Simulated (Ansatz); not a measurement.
Computed with Ansatz on PBE0-D4/def2-TZVP structures; ΔE is electronic, products minus reactants. CCSD(T)/CBS adds triple-zeta CCSD(T) − MP2 to the extrapolated MP2 energy (def2 sets, frozen cores). For Ge outer-core shells are correlated without core-valence functions, which leaves a few kJ/mol of doubt a bond. Scalar relativity is left out up to krypton. Each species was taken in one conformer, which may not be the lowest.

Reaction (redistribution): `F[SiH2][SiH2]S` + `O[SiH2][GeH3]` → `[SiH3][SiH2]S` + `O[SiH2][GeH2][F]`

```json
{"species": "`F[SiH2][SiH2]S`", "MP2/def2-QZVPP energy (Eh)": "-1078.68294"}
{"species": "`O[SiH2][GeH3]`", "MP2/def2-QZVPP energy (Eh)": "-2443.72496"}
{"species": "`[SiH3][SiH2]S`", "MP2/def2-QZVPP energy (Eh)": "-979.44378"}
{"species": "`O[SiH2][GeH2][F]`", "MP2/def2-QZVPP energy (Eh)": "-2542.93683"}
```

Question: Work out ΔE.

Answer: ΔE = (-979.44378) + (-2542.93683) − (-1078.68294) − (-2443.72496) = 0.02729 Eh = +0.74 eV. CCSD(T)/CBS gives +0.73 eV.

Largest T1 diagnostic among the species: 0.012.

From PBE to PBE0 (25 % exact exchange), in def2-TZVPP and without D4, ΔE moves by +0.05 eV.
